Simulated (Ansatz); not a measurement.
Molecule: sum formula Si2NH6, charge 0, multiplicity 2. It need not be the lowest isomer of its formula. 
Structure (B3LYP-D3(BJ)/def2-TZVP (Ansatz, a program for electronic structure) minimum search):
SMILES: N[SiH2][SiH2]
```xyz
9

N     -1.7069    -0.6543     0.2502
Si    -0.5854     0.6320     0.0008
Si     1.5395    -0.3187    -0.2346
H     -1.5570    -1.3337     0.9790
H     -2.6900    -0.5175     0.0747
H     -0.5409     1.6696     1.0745
H     -0.9946     1.3340    -1.2392
H      1.7071    -1.5605     0.5686
H      2.6680     0.6032     0.0640
```
Charge 0, spin multiplicity 2.

Total electronic energies in hartree. Cores are frozen in the correlated levels unless marked. UHF or UKS for open shells. Spin-orbit coupling is left out. Non-relativistic. CBS(X,Y): correlation extrapolated as X^-3; Hartree-Fock from the larger set.

```json
[
 {"level": "revPBE/def2-TZVPD", "program": "Ansatz", "energy (Eh)": "-637.21984"},
 {"level": "CAM-B3LYP-D4/def2-TZVPD", "program": "Ansatz + dftd4", "energy (Eh)": "…"},
 {"level": "RPA@PBE/cc-pV(Q+d)Z", "program": "Ansatz", "energy (Eh)": "…"},
 {"level": "MP2/cc-pV(D+d)Z", "program": "Ansatz", "energy (Eh)": "-636.15766"},
 {"level": "SCS-MP2/6-31G", "program": "Ansatz", "energy (Eh)": "-635.85934"},
 {"level": "SCS-MP2/cc-pVTZ", "program": "Ansatz", "energy (Eh)": "-636.30099"},
 {"level": "CCSD(T)/cc-pwCVTZ", "program": "Ansatz", "energy (Eh)": "-636.36571"},
 {"level": "CCSD(T)/CBS(aug-cc-pV(T+d)Z,aug-cc-pV(Q+d)Z)", "program": "Ansatz", "energy (Eh)": "-636.4214"},
 {"level": "CCSD(T)/CBS(cc-pV(T+d)Z,cc-pV(Q+d)Z)", "program": "Ansatz", "energy (Eh)": "-636.4217"}
]
```

### Question
Some entries are withheld; supply them.

### Answer

- CAM-B3LYP-D4/def2-TZVPD, energy (Eh): -637.34713
- RPA@PBE/cc-pV(Q+d)Z, energy (Eh): -636.70660
